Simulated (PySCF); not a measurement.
C2H4O3, SMILES O(C)C(O)=O.

The structure is a stationary point at B3LYP-D3(BJ)/def2-SVP. One conformer was computed; it need not be the lowest.

Two levels are set side by side: TDA-PBE/def2-SVPD (PySCF) and TDA-ωB97X/def2-SVPD (PySCF). Vertical, same geometry. The lowest singlet is HOMO→LUMO 99 % with PBE and HOMO→LUMO+2 97 % with the other functional; states are paired by order. Differences are taken from unrounded values.

| quantity | TDA-ωB97X |
|---|---|
| lowest singlet excitation (eV) | 7.16 |
| lowest triplet excitation (TDA) (eV) | 6.74 |
| first bright state (f over 0.05) (eV) | 9.25 |
| its oscillator strength | 0.17 |

**Question.** What does TDA-PBE give, and how far is it from TDA-ωB97X? (An estimate is asked for; the answer gives what the named calculation found.)

**Answer.** 
```tsv
quantity	TDA-PBE	TDA-PBE minus TDA-ωB97X
lowest singlet excitation (eV)	6.56	-0.60
lowest triplet excitation (TDA) (eV)	6.28	-0.47
first bright state (f over 0.05) (eV)	8.28	-0.97
its oscillator strength	0.16	-0.01
```

A lower first singlet is the usual sign of a functional without exact exchange. Differences between two approximate levels are no errors against the true value.

Rough cost on one machine, each run with all the roots and properties that it gave: TDA-ωB97X against TDA-PBE about 4 times.
